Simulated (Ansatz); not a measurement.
In2As3. The state is a doublet with charge 0. Geometry r2SCAN-D4/def2-SVP, basis def2-TZVP, Ansatz.

```xyz
5

In   -2.8119   -0.6975   -0.2954
In    1.3040    0.3087    1.8226
As    1.9438    1.2470   -0.7905
As   -0.1875   -1.4487    0.2541
As   -0.2485    0.5905   -0.9908
```

```csv
run,HOMO (eV),LUMO (eV)
A,-4.94,-3.74
B,-5.46,-3.16
C,-5.61,-3.09
D,-4.61,-3.85
```

In the def2 sets In takes a core potential; there is no spin–orbit coupling. Another isomer (doublet) lies 1.05 eV lower at PBE0-D4/def2-TZVP; other spin states weren't run for this one.

HOMO and LUMO are taken over both spins.

**Question.** The runs used PBE, PBE0, r2SCAN, r2SCAN0. Estimate which is which.

**Answer.** A r2SCAN (0 % exact exchange); B PBE0 (25 % exact exchange); C r2SCAN0 (25 % exact exchange); D PBE (0 % exact exchange). Exact exchange lowers occupied and raises empty levels; among semilocal functionals meta-GGAs tend to open the gap a little, and such runs are hard to tell apart. The gap grows from 0.76 eV (PBE) to 2.52 eV (r2SCAN0).
